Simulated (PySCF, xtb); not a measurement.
BH6NSe: 3 structures ranked

3 gas-phase structures of BH6NSe, found in a search over its isomers (lower ones may exist). Each was relaxed with GFN2-xTB:

A. `[BH3-][NH2+][SeH]`, a singlet
B. `[NH3+][BH2-][SeH]`, a singlet
C. `[BH3-][SeH+]N`, a singlet

Which do you expect lowest at r2SCAN-D4/def2-SVP, and how would the others follow?

Calculated order at r2SCAN-D4/def2-SVP: B (0.000), A (1.762), C (2.209) eV.

Energies above the lowest of each column, in eV; the last columns are at PBE0-D4/def2-SVP geometries:

| structure | GFN2-xTB | HF/STO-3G | r2SCAN-D4/def2-SVP | PBE0-D4/def2-SVP | CCSD(T)/def2-SVP + ΔMP2/def2-TZVPP |
| --- | --- | --- | --- | --- | --- |
| B | 0.000 | 0.000 | 0.000 | 0.000 | 0.000 |
| A | 1.142 | 1.227 | 1.762 | 1.817 | 1.686 |
| C | 1.173 | 2.287 | 2.209 | 2.263 | 2.091 |

Every level run on B puts it lowest or level with the lowest. Some further structures that were screened fall inside this span and aren't listed. Flexible structures stand in one conformer each, not always the lowest. The ΔMP2 step shifts differences by up to 0.306 eV, which makes them less sure. ΔMP2 is the change of the MP2 energy from the smaller to the larger basis.

Programs: PySCF 2.14.0, xtb 6.7.1.
